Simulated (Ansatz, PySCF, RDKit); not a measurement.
Process, species as SMILES: C#C[O-] -> [C-]#CO

Quantity: isomerisation energy (electronic), in kcal/mol. Terms: LANL2DZ all-electron up to Ne; 6-311+G** with 5d; non-relativistic; no spin-orbit coupling; no dispersion term unless named; frozen cores in correlated levels; 6-31G* and kin with 6d, 5d where marked. CBS marks a two-point X^-3 extrapolation of the correlation energy; Hartree-Fock from the larger set. [CCSD(T)-MP2]/basis is that difference in the basis named. First-principles rows: single points at B3LYP-D3(BJ) geometries (Ansatz, a quantum-chemistry and plane-wave program). Force-field rows are steric energies at their own minima; these count from a zero that differs with the bonding, so a difference between isomers is a use outside their ground. Anions need diffuse functions, which STO-3G, LANL2DZ, def2-SVP, cc-pVDZ and Pople sets without + lack.

Coupled cluster (Ansatz) is a level with limits of its own, used here on species with T1 under 0.025 (0.045 for open shells) and stable references: RI-MP2/CBS(aug-cc-pVTZ,aug-cc-pVQZ)+[CCSD(T)-MP2]/aug-cc-pVTZ.

Value to compare with, RI-MP2/CBS(aug-cc-pVTZ,aug-cc-pVQZ)+[CCSD(T)-MP2]/aug-cc-pVTZ (Ansatz): 48.5 kcal/mol.

```json
[
 {"level": "UFF steric energy", "program": "RDKit", "isomerisation energy (electronic) (kcal/mol)": "0.0", "difference": "-48.5"},
 {"level": "HF/6-31G*", "program": "Ansatz", "isomerisation energy (electronic) (kcal/mol)": "52.4", "difference": "3.9"},
 {"level": "SVWN5/6-31G*", "program": "Ansatz", "isomerisation energy (electronic) (kcal/mol)": "63.6", "difference": "15.1"},
 {"level": "PBE/LANL2DZ", "program": "Ansatz", "isomerisation energy (electronic) (kcal/mol)": "56.9", "difference": "8.4"},
 {"level": "PBE/6-311+G**", "program": "Ansatz", "isomerisation energy (electronic) (kcal/mol)": "55.4", "difference": "6.9"},
 {"level": "BP86/6-31G* (5d)", "program": "PySCF", "isomerisation energy (electronic) (kcal/mol)": "61.3", "difference": "12.8"},
 {"level": "B3LYP/6-31G*", "program": "Ansatz", "isomerisation energy (electronic) (kcal/mol)": "59.3", "difference": "10.8"},
 {"level": "B3LYP/6-31+G*", "program": "Ansatz", "isomerisation energy (electronic) (kcal/mol)": "54.7", "difference": "6.2"},
 {"level": "B3LYP/cc-pVDZ", "program": "Ansatz", "isomerisation energy (electronic) (kcal/mol)": "54.6", "difference": "6.1"},
 {"level": "B3LYP/6-311+G**", "program": "Ansatz", "isomerisation energy (electronic) (kcal/mol)": "53.3", "difference": "4.8"},
 {"level": "PBE0/6-31G*", "program": "Ansatz", "isomerisation energy (electronic) (kcal/mol)": "59.5", "difference": "11.0"},
 {"level": "M06-2X/6-31G* (5d)", "program": "PySCF", "isomerisation energy (electronic) (kcal/mol)": "55.2", "difference": "6.7"},
 {"level": "MP2/6-311+G**", "program": "Ansatz", "isomerisation energy (electronic) (kcal/mol)": "50.4", "difference": "1.9"},
 {"level": "r2SCAN-D4/def2-TZVPD", "program": "Ansatz + dftd4", "isomerisation energy (electronic) (kcal/mol)": "55.5", "difference": "7.0"}
]
```

Among the 13 habitual levels, UFF steric energy lies farthest from RI-MP2/CBS(aug-cc-pVTZ,aug-cc-pVQZ)+[CCSD(T)-MP2]/aug-cc-pVTZ (Ansatz) (-48.5 kcal/mol) and MP2/6-311+G** nearest (1.9); 12 of 13 lie above it, and their mean absolute difference is 11.0 kcal/mol, the median 6.9. One case shows no general order.

The levels are drawn from those run, B3LYP/6-31G* more often than the rest, none by its result; runs whose electronic state is in doubt are left out.
